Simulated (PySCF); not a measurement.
## Te⁴²⁺: ionisation energy

Te⁴²⁺ [Ne] → Te⁴³⁺ [He] 2s2 2p5 [2p1/2^2 2p3/2^3, M_J = 3/2], as a difference of total energies. Computed with PySCF 2.14 in an even-tempered Gaussian basis (17 s from 21 bohr⁻², ratio 2.4; 13 p from 27 bohr⁻², ratio 2.4; 5 d from 100 bohr⁻², ratio 2.6; 4 f from 150 bohr⁻², ratio 2.6), with the two-component X2C-1e Hamiltonian. Correlated levels: nothing frozen; the 32 highest virtual spinors dropped. "Screened" scales the spin-orbit matrix elements by Boettger's factors to mimic the two-electron term; Breit and QED terms are absent.

```
                    method  ionisation energy (eV)
           GHF (spin-free)                  7116.9
          GMP2 (spin-free)                  7118.5
 GHF (screened spin-orbit)                  7027.7
GMP2 (screened spin-orbit)                  7029.2
```

For this ion Breit and QED terms and the two-electron picture change, all absent here, outweigh the correlation shift from GHF to GMP2.

The spin-free rows lack the spin-orbit shift.

For comparison: 7022 ± 4 eV (theoretical estimate listed by NIST; NIST Atomic Spectra Database, ionization energies).
